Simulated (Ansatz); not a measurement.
Mulliken charges of `FC(Cl)C(F)(F)Br` from r2SCAN/def2-TZVPP in Ansatz (PBE0-D4/def2-TZVP geometry).

```csv
atom,x (Å),y (Å),z (Å),charge (e)
F1,-1.692,0.576,0.295,-0.169
C2,-0.343,0.663,0.266,0.193
Cl3,0.271,0.913,1.890,-0.090
C4,0.194,-0.638,-0.349,0.345
F5,-0.398,-0.809,-1.534,-0.143
F6,-0.095,-1.687,0.411,-0.137
Br7,2.109,-0.528,-0.623,-0.079
H8,-0.047,1.509,-0.354,0.081
```

**Question.** By hand: the dipole of these point charges (1 e Å = 4.8032 D).

**Answer.** Σ q r = (0.162, 0.239, -0.105) e Å, of length 0.307 e Å = 1.47 D.

**Question.** How does the dipole of the full density compare? (Best estimate.)

**Answer.** Ansatz gave: (0.117, 0.223, -0.096) e Å, 1.29 D; the point charges give 1.14 times that, at 6° from its direction.

Point charges leave out the atoms' own dipoles, such as those of lone pairs, and Mulliken's split depends on the basis, so the close match here is no proof of good charges.
